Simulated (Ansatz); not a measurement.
trans-NiH2(PF3)2 (NiP2H2F6), 11 atoms. Hardware: 4 threads of Arm Neoverse V2 on a shared host.

Correlated methods freeze 21 core orbitals; core or outer-core shells of Ni are correlated, in sets that lack core-valence functions.

Task: How many basis functions does each of these Ansatz runs have, and roughly what does it cost? CAM-B3LYP-D4/def2-TZVP, charge 0 singlet, energy, from earlier orbitals; PBE-D4/def2-TZVP, charge 0 singlet, energy and forces, from earlier orbitals; HF/STO-3G, charge 0 singlet, energy; B3LYP-D4/def2-SVP, charge 0 singlet, relaxation, 14 steps; RPA@PBE/def2-TZVP, charge 0 singlet, energy, from earlier orbitals; HF/def2-TZVP, charge 0 singlet, energy, from earlier orbitals; r2SCAN-D4/def2-TZVP, charge 0 singlet, energy, from earlier orbitals; PBE-D4/def2-SVP, charge 0 singlet, energy, from earlier orbitals; PBE0-D4/def2-TZVP, charge 0 singlet, energy, from earlier orbitals; BHLYP-D4/def2-TZVP, charge 0 singlet, energy, from earlier orbitals; PBE0-D4/def2-SVP, charge 0 singlet, energy, from earlier orbitals; MP2/def2-TZVP, charge 0 singlet, energy, from earlier orbitals.

Result: Other jobs shared the machine, so times can vary by a factor of up to 3. A dash marks memory too small to be measured apart from the calling script's.

| run | functions | fitting or Cholesky vectors | wall time | peak host memory (GiB) |
| --- | --- | --- | --- | --- |
| HF/STO-3G, charge 0 singlet, energy | 68 | 840 | 1.2 s | – |
| PBE-D4/def2-SVP, charge 0 singlet, energy, from earlier orbitals | 161 | 1810 | 1.9 s | – |
| PBE0-D4/def2-SVP, charge 0 singlet, energy, from earlier orbitals | 161 | 1520 | 3.1 s | – |
| PBE-D4/def2-TZVP, charge 0 singlet, energy and forces, from earlier orbitals | 317 | 2011 | 5.5 s | 0.56 |
| r2SCAN-D4/def2-TZVP, charge 0 singlet, energy, from earlier orbitals | 317 | 2011 | 9.5 s | 0.61 |
| HF/def2-TZVP, charge 0 singlet, energy, from earlier orbitals | 317 | 2569 | 10 s | 1.7 |
| CAM-B3LYP-D4/def2-TZVP, charge 0 singlet, energy, from earlier orbitals | 317 | 2100 | 12 s | 1.4 |
| BHLYP-D4/def2-TZVP, charge 0 singlet, energy, from earlier orbitals | 317 | 2338 | 12 s | 1.3 |
| PBE0-D4/def2-TZVP, charge 0 singlet, energy, from earlier orbitals | 317 | 2126 | 13 s | 1.6 |
| MP2/def2-TZVP, charge 0 singlet, energy, from earlier orbitals | 317 | 2208 | 16 s | 1.2 |
| RPA@PBE/def2-TZVP, charge 0 singlet, energy, from earlier orbitals | 317 | 2208 | 16 s | 1.1 |
| B3LYP-D4/def2-SVP, charge 0 singlet, relaxation, 14 steps | 161 | 1667 | 45 s | – |
